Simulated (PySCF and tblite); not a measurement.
Values are calculated unless marked as measured or tabulated.
C₅H₁₀O₂, numbered as in [CH3:1][CH:2]1[O:3][CH2:4][CH2:5][CH2:6][O:7]1.

Search: ETKDG and KDG, MMFF94s, GFN2-xTB, 90 starts; geometries at PBE0-D3(BJ)/def2-SVP. Free energies are PBE0-D3(BJ)/def2-TZVP single points with GFN2-xTB rigid-rotor and vibrational terms (modes under about 100 cm⁻¹ blended into free rotors). Symmetry numbers and mirror images are counted. Conformers within 4 kcal/mol (GFN2-xTB free energy) were kept, 5 at most. Codes: tblite and PySCF.

Rotational constants are equilibrium values for the commonest isotopes; dipoles come from the energy level named.

The 6-ring runs over atoms 2–3–4–5–6–7. Of a mirror pair one member is shown.

| conformer | shape | symmetry | weight % |
| --- | --- | --- | --- |
| 1 | 6-ring chair (all substituents equatorial) | Cs | 100.0 |
| 2 | 6-ring chair (C1 axial) | Cs | 0.0 |
| 3 | 6-ring twist-boat (ring torsions 68, -24, -37, 66, -25, -43°) | C1 (pair) | 0.0 |

Sets of constants, in random order:

```
set  A (MHz)  B (MHz)  C (MHz)  abs μa (D)  abs μb (D)  abs μc (D)
  P     4670     2548     1931        0.89        0.09        0.23
  Q     4709     2529     1802        1.34        0.00        1.00
  R     3920     2842     2127        0.70        0.00        1.69
```

**Question.** Match each set to its conformer.

**Answer.** P is conformer 3, Q is conformer 1, R is conformer 2.
